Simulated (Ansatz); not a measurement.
Complex (SMILES): [SiH4] (SiH4) with CC#N, atoms 1 to 5 the first; geometry from B3LYP-D3(BJ)/def2-TZVP, monomers rigid:
```xyz
11

Si    -0.2782    -0.3110     0.5434
H      0.3703     0.3249    -0.6277
H      0.4858    -0.0047     1.7685
H     -1.6621     0.2034     0.6592
H     -0.3267    -1.7748     0.3228
C     -3.3733    -2.6798     1.4880
C     -2.5202    -2.2119     2.5677
N     -1.8380    -1.8349     3.4125
H     -4.2233    -3.2313     1.8900
H     -3.7418    -1.8307     0.9118
H     -2.8079    -3.3342     0.8241
```

Interaction energy at CCSD(T) with Ansatz (an electronic-structure program), kcal/mol, without and with the counterpoise correction (monomers among the partner's ghost functions). All functions are spherical. Cores are frozen. No added dispersion term, no relativity. Reference, counterpoise-corrected: Hartree-Fock in aug-cc-pV(Q+d)Z plus the correlation part extrapolated as X^-3 from aug-cc-pV(T+d)Z and aug-cc-pV(Q+d)Z, -1.79.

| basis | functions | uncorrected | counterpoise | counterpoise correction | mean of both |
|---|---|---|---|---|---|
| 6-31G | 54 | -1.00 | 0.37 | 1.36 | -0.31 |
| def2-SV(P) | 74 | -1.29 | -0.15 | 1.13 | -0.72 |
| cc-pV(D+d)Z | 100 | -1.35 | -0.50 | 0.85 | -0.92 |
| def2-SVPD | 140 | -2.80 | -1.22 | 1.58 | -2.01 |
| def2-TZVP | 172 | -1.46 | -1.03 | 0.43 | -1.24 |
| def2-TZVPP | 233 | -1.53 | -1.20 | 0.33 | -1.37 |
| aug-pcseg-2 | 349 | -2.33 | -1.51 | 0.82 | -1.92 |
| cc-pV(Q+d)Z | 439 | -1.67 | -1.54 | 0.13 | -1.60 |

The corrected value lies nearer the reference in 2 of 8 rows.
